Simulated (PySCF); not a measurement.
SiHBr₃, SMILES Br[SiH](Br)Br. The structure is a stationary point at PBE-D3(BJ)/def2-SVP.

Problem. Give the equilibrium geometry at PBE-D3(BJ)/def2-SVP (PySCF confirms it by a frequency run) as Cartesian coordinates in Å, and its point group. (An estimate is asked for; the answer gives what the named calculation found.)

Solution. point group C3v.
```xyz
5

Si     0.0000     0.0000     0.6202
Br     1.8229     1.0524    -0.1028
Br    -1.8229     1.0524    -0.1028
Br     0.0000    -2.1048    -0.1028
H      0.0000     0.0000     2.1121
```
Charge 0, spin multiplicity 1.
